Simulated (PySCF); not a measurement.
Working with the constants of TlP

UHF-CCSD(T) constants of TlP, triplet, unpaired electrons π ↑↑ (PySCF, spin-free X2C with a Gaussian nucleus, basis sets Tl x2c-TZVPPall, P x2c-TZVPPall; masses 204.9744 and 30.9738 u):

* ωe: 230.4 cm⁻¹
* ωexe: 0.75 cm⁻¹
* Be: 0.084319 cm⁻¹
* αe: 0.000395 cm⁻¹
* D (centrifugal): 4.52e-08 cm⁻¹
* De to Tl + P: 1.58 eV

Question: Give the vibrational terms G(v) and spacings up to v = 6.

Answer: G(v) = ωe(v+½) − ωexe(v+½)².

| v | G(v) (cm⁻¹) | G(v) − G(v−1) | Bv (cm⁻¹) |
| --- | --- | --- | --- |
| 0 | 115.0 |  | 0.08412 |
| 1 | 343.9 | 228.9 | 0.08373 |
| 2 | 571.3 | 227.4 | 0.08333 |
| 3 | 797.2 | 225.9 | 0.08294 |
| 4 | 1021.6 | 224.4 | 0.08254 |
| 5 | 1244.5 | 222.9 | 0.08215 |
| 6 | 1465.9 | 221.4 | 0.08175 |

Question: How well does the Morse estimate ωe²/(4ωexe) reproduce De, and what is D0?

Answer: It gives 2.19 eV, 139 % of the computed De. D0 = De − G(0) = 1.58 − 0.01 = 1.57 eV.

Correlated steps freeze 39 core orbitals. Spin–orbit coupling is left out, which matters for elements this heavy, above all for dissociation energies. The state is the lowest determinant that a PBE0 search found; another state may lie lower at other levels.
